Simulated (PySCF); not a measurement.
B: excitation energy

B [He] 2s2 2p1 (2P) → B [He] 2s1 2p1 3s1 (4P), as a difference of total energies. Computed with PySCF 2.14 in aug-cc-pVTZ (5s4p3d2f, 46 functions), with no relativity, point nucleus. Correlated levels: valence: 1s2 frozen. The calculations carry no spin-orbit coupling.

```csv
method,excitation energy (cm⁻¹)
UHF,65157
LDA,74804
PBE,74122
PBE0,73996
r2SCAN,73285
wB97X,74934
B97-3,75979
wB97X-V,76971
M06-L,76220
MP2 (valence),73603
SCS-MP2 (valence),75802
```

The upper state lies above the first ionisation limit, but in LS coupling its spin forbids autoionisation to the ground ion. A Rydberg-like electron needs more diffuse functions than a valence basis has.

The promoted electron is Rydberg-like, and one or two diffuse shells describe it only roughly, which tends to raise the upper state.
